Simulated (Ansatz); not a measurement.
Correlation energies of `C[S][Ge]([F])([F])[F]` by basis set

Z-matrix (Å, degrees):
```
C
S 1 1.823
H 1 1.088 2 111.1
H 1 1.088 2 111.1 3 -124.0
H 1 1.089 2 105.2 3 118.0
Ge 2 2.159 1 97.8 3 61.9
F 6 1.706 2 111.4 1 180.0
F 6 1.713 2 113.6 1 -59.1
F 6 1.713 2 113.6 1 59.1
```

Total charge 0; spin multiplicity 1. Correlated methods include outer-core shells of Ge, which these sets cover unevenly. Scalar relativity is left out up to krypton. Geometry: relaxed with PBE0-D4/def2-TZVP. It is one conformer, not always the lowest. Frozen core, restricted reference, the Gaussian-basis code of Ansatz.

| basis | HF (Eh) | MP2 corr. | CCSD corr. | (T) | CCSD(T) total |
| --- | --- | --- | --- | --- | --- |
| def2-SVP | -2810.30412 | -1.05225 | -1.07455 | -0.02414 | -2811.40281 |
| def2-TZVPP | -2811.14816 | -1.34126 | -1.35975 | -0.04781 | -2812.55572 |
| def2-QZVPP | -2811.21822 | -1.70364 | – | – | – |
